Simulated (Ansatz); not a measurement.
Ansatz results at the PBE0-D4/def2-TZVP geometry: HOMO–LUMO gap (PBE0/def2-TZVPP) 6.09 eV; HOMO energy (ωB97M-V/def2-TZVPP) -7.97 eV; LUMO energy (B3LYP/def2-TZVPP) 0.02 eV.

Each molecule was computed in one conformer, which needn't be the lowest.

(1) Which molecule gave them?
A. `C[SiH](F)N[SiH3]`
B. `CS/C=C(/N)O`
C. `CSC(=O)O`
D. `CO/C(S)=C/N`

Answers

(1) D. The others give `CS/C=C(/N)O`: 6.54, -8.08, 0.33; `C[SiH](F)N[SiH3]`: 8.15, -10.26, -0.02; `CSC(=O)O`: 7.58, -9.62, -0.12.

B3LYP here is the variant with VWN-RPA as its local correlation; programs differ in this.
